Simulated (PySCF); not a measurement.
## Correlation energy of N²⁺ (nitrogen, charge +2)

[He] 2s2 2p1, 2P determinant. All numbers are calculated (PySCF 2.14, no relativity, point nucleus, in def2-TZVPPD (6s3p3d1f, 37 functions)). Frozen: 1s2; 3 electrons correlated.

```csv
level,correlation energy (mhartree)
CCSD,-82.41
(T),-1.02
CCSD(T),-83.43
CCSDT,-83.68
```

Diagnostics: T1 = 0.0069, D1 = 0.0132, largest double amplitude 0.137.

Cost of the coupled-cluster step: roughly 0.5 core-seconds, for 3 correlated electrons.
